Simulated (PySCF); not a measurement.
Predicted microwave data (PBE0/def2-SVPD in PySCF (dipole) on a GFN2-xTB geometry, gas phase) for one isomer of C6H9NSi:

- Rotational constants: A = 6198, B = 887.9, C = 783.8 MHz
- Dipole components: |μa| = 2.10 D, |μb| = 0.26 D, |μc| = 0.02 D
- Inertial defect: -5.93 u·Å²
- κ: -0.96

Problem. Which candidate fits, each taken in the one conformer that was computed?
A. `[N:1]#[C:2][C@H:3]1[CH:4]=[C:5]([CH2:6][SiH3:7])[CH2:8]1` with C4–C5–C6–Si7 -99°
B. `[CH2:1]=[CH:2][c:3]1[cH:4][cH:5][n:6]([SiH3:7])[cH:8]1` with C1–C2–C3–C4 0°
C. `[CH3:1][CH2:2][C:3]1=[CH:4][C@@H:5]([C:6]#[N:7])[SiH2:8]1` with C1–C2–C3–C4 130°
D. `[CH:1]#[C:2][SiH2:3]/[N:4]=[CH:5]/[CH:6]=[CH:7]/[CH3:8]` with C2–Si3–N4–C5 -122°, N4–C5–C6–C7 -2°
E. `[CH:1]#[C:2][SiH2:3][C@H:4]1[CH2:5][N:6]1[CH:7]=[CH2:8]` with C2–Si3–C4–C5 -175°, C5–N6–C7–C8 -124°

Solution. B. It is C=Cc1ccn([SiH3])c1, a near-prolate asymmetric top. The candidates at the same level (rigid rotor, commonest isotopes):

| SMILES | A (MHz) | B (MHz) | C (MHz) | μa (D) | μb (D) | μc (D) | Δ (u·Å²) | point group | rotor |
| --- | --- | --- | --- | --- | --- | --- | --- | --- | --- |
| C=Cc1ccn([SiH3])c1 | 6198 | 887.9 | 783.8 | 2.10 | 0.26 | 0.02 | -5.93 | – | near-prolate asymmetric top |
| C#C[SiH2][C@H]1CN1C=C | 2598 | 1103 | 819.0 | 0.27 | 0.56 | 0.96 | -35.79 | C1 | asymmetric top |
| CCC1=C[C@@H](C#N)[SiH2]1 | 4158 | 953.0 | 848.3 | 4.68 | 0.72 | 1.59 | -56.09 | C1 | near-prolate asymmetric top |
| N#C[C@H]1C=C(C[SiH3])C1 | 6444 | 716.2 | 706.5 | 4.47 | 0.53 | 0.83 | -68.68 | C1 | near-prolate asymmetric top |
| C#C[SiH2]/N=C/C=C/C | 3387 | 694.9 | 609.0 | 2.00 | 0.12 | 0.63 | -46.64 | C1 | near-prolate asymmetric top |

`N#C[C@H]1C=C(C[SiH3])C1` has B 19 % too low; `CCC1=C[C@@H](C#N)[SiH2]1` has A 33 % too low; `C#C[SiH2]/N=C/C=C/C` has A 45 % too low; `C#C[SiH2][C@H]1CN1C=C` has A 58 % too low. No structure here is proved a minimum.
